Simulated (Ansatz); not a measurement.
`[OH][GaH][F]` + HCl → `[F][GaH][Cl]` + H₂O at 600 K and 1 bar (ligand exchange at a Ga–O bond).

Program: Ansatz. Geometries: PBE0-D4/def2-TZVP. ΔE: electronic, gas phase. CBS: MP2 limit from def2 TZ/QZ plus the TZ coupled-cluster correction, frozen cores. This one scheme is used for every species. For Ga outer-core shells are correlated without core-valence functions, which leaves a few kJ/mol of doubt a bond. Scalar relativity is left out up to krypton. Each species was taken in one conformer, which may not be the lowest.

| species | CCSD(T)/CBS energy (Eh) | H − E (kJ/mol) | S (J/(mol·K)) |
| --- | --- | --- | --- |
| `[OH][GaH][F]` | -2100.17635 | 96.3 | 342.0 |
| HCl | -460.38127 | 35.4 | 207.2 |
| `[F][GaH][Cl]` | -2484.20089 | 60.4 | 341.3 |
| H₂O | -76.37941 | 76.8 | 212.8 |

H − E and S are ideal-gas, rigid-rotor, harmonic terms from PBE0-D4/def2-TZVP, for one conformer and one mirror image of each species. 1 Eh = 2625.50 kJ/mol, R = 8.31446 J/(mol·K).

Problem. By hand: ΔE, ΔH, ΔS and ΔG.

Solution. ΔE = (-2484.20089) + (-76.37941) − (-2100.17635) − (-460.38127) = -0.02268 Eh = -59.5 kJ/mol. Δ(H − E) = 60.4 + 76.8 − 96.3 − 35.4 = 5.5, so ΔH = -54.0 kJ/mol. ΔS = 341.3 + 212.8 − 342.0 − 207.2 = 4.9 J/(mol·K). ΔG = -54.0 − 600 × (4.9)/1000 = -56.9 kJ/mol.

Problem. By hand: the equilibrium constant, and the temperature at which ΔG would vanish if ΔH and ΔS stayed fixed.

Solution. log₁₀ K = −ΔG/(RT ln 10) = 5.0. ΔH and −TΔS have one sign here, so there is no such temperature.

The number of gas molecules stays the same, so ΔS is small and ΔH decides. A doubt of 5 kJ/mol in ΔE shifts log₁₀ K by 0.4 here. Other conformers and mirror images would add mixing entropy, several J/(mol·K) or more a flexible species. These are equilibria of isolated gas molecules and say nothing of rates. Largest T1 diagnostic: 0.015 (customary marks: 0.02 for closed shells, 0.045 for open ones).

ΔS is within the doubt of such terms, so its sign, and with it that verdict, could turn.
